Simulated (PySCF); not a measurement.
C$_{6}$H$_{10}$, singlet, geometry from GFN2-xTB; DF-PBE/pcseg-0 (PySCF).

PySCF was given this input:
```python
from pyscf import gto, scf, dft

mol = gto.M(
    atom='''
C     1.770824   -1.054742    0.357668
C     1.143800   -0.035070    0.920715
C     0.230554    0.918268    0.262395
C    -0.112554    0.852742   -1.200458
C    -1.158306    0.508536   -0.188583
C    -1.635298   -0.912491   -0.042259
H     1.687990   -1.282405   -0.691756
H     2.411580   -1.704685    0.928853
H     1.284388    0.151179    1.979237
H     0.290138    1.912463    0.693379
H     0.302002    0.047067   -1.784820
H    -0.193964    1.781987   -1.744337
H    -1.939232    1.242692   -0.023209
H    -2.107012   -1.057808    0.928459
H    -0.804321   -1.607792   -0.126916
H    -2.365694   -1.146156   -0.815759
''',
    basis='pcseg-0',
    charge=0,
    spin=0,
    verbose=4,
    max_memory=1800,
)

mf = dft.RKS(mol)
mf.xc = 'pbe'
mf = mf.density_fit(auxbasis='def2-universal-jkfit')
mf.kernel()
```

It wrote (shortened):

```
PySCF version 2.14.0

[INPUT] verbose = 4
[INPUT] num. atoms = 16
[INPUT] num. electrons = 46
[INPUT] charge = 0
[INPUT] spin (= nelec alpha-beta = 2S) = 0
[INPUT] symmetry False subgroup None
[INPUT] Mole.unit = angstrom
[INPUT] Symbol           X                Y                Z      unit          X                Y                Z       unit  Magmom
[...]
nuclear repulsion = 231.409848790532
number of shells = 22
number of NR pGTOs = 120
number of NR cGTOs = 74
basis = pcseg-0
ecp = {}

******** <class 'pyscf.df.df_jk.DFRKS'> ********
method = DFRKS
initial guess = minao
damping factor = 0
level_shift factor = 0
DIIS = <class 'pyscf.scf.diis.CDIIS'>
diis_start_cycle = 1
diis_space = 8
diis_damp = 0
SCF conv_tol = 1e-09
SCF conv_tol_grad = None
SCF max_cycles = 50
direct_scf = False
XC library pyscf.dft.libxc version 7.1.2
    S. Lehtola, C. Steigemann, M. J. T. Oliveira, and M. A. L. Marques,  SoftwareX 7, 1–5 (2018)
XC functionals = pbe
    J. P. Perdew, K. Burke, and M. Ernzerhof,  Phys. Rev. Lett. 77, 3865 (1996)
    J. P. Perdew, K. Burke, and M. Ernzerhof,  Phys. Rev. Lett. 78, 1396 (1997)
    J. P. Perdew, K. Burke, and M. Ernzerhof,  Phys. Rev. Lett. 77, 3865 (1996)
    J. P. Perdew, K. Burke, and M. Ernzerhof,  Phys. Rev. Lett. 78, 1396 (1997)
radial grids:
    Treutler-Ahlrichs [JCP 102, 346 (1995); DOI:10.1063/1.469408] (M4) radial grids

becke partition: Becke, JCP 88, 2547 (1988); DOI:10.1063/1.454033
pruning grids: <function nwchem_prune>
grids dens level: 3
symmetrized grids: False
atomic radii adjust function: <function treutler_atomic_radii_adjust>
small_rho_cutoff = 0
Set gradient conv threshold to 3.16228e-05
Initial guess from minao.
tot grids = 182792
init E= -234.107214454101
[...]
cycle= 1 E= -233.637518836529  delta_E= 0.47  |g|= 0.412  |ddm|= 4.02
[...]
cycle= 2 E= -233.606624461096  delta_E= 0.0309  |g|= 0.543  |ddm|= 1.19
[...]
cycle= 3 E= -233.686184456112  delta_E= -0.0796  |g|= 0.0327  |ddm|= 0.681
[...]
cycle= 4 E= -233.68617232046  delta_E= 1.21e-05  |g|= 0.0343  |ddm|= 0.102
[...]
cycle= 5 E= -233.686483413382  delta_E= -0.000311  |g|= 0.00811  |ddm|= 0.0493
[...]
cycle= 6 E= -233.686500237509  delta_E= -1.68e-05  |g|= 0.00212  |ddm|= 0.0124
[...]
cycle= 7 E= -233.686501458437  delta_E= -1.22e-06  |g|= 0.000521  |ddm|= 0.0045
[...]
cycle= 8 E= -233.68650153341  delta_E= -7.5e-08  |g|= 0.000142  |ddm|= 0.000977
[...]
cycle= 9 E= -233.686501538622  delta_E= -5.21e-09  |g|= 1.38e-05  |ddm|= 0.000236
[...]
cycle= 10 E= -233.68650153868  delta_E= -5.74e-11  |g|= 5.82e-06  |ddm|= 3.36e-05
[...]
Extra cycle  E= -233.686501538669  delta_E= 1.03e-11  |g|= 8.95e-06  |ddm|= 1.86e-05
converged SCF energy = -233.686501538669
```
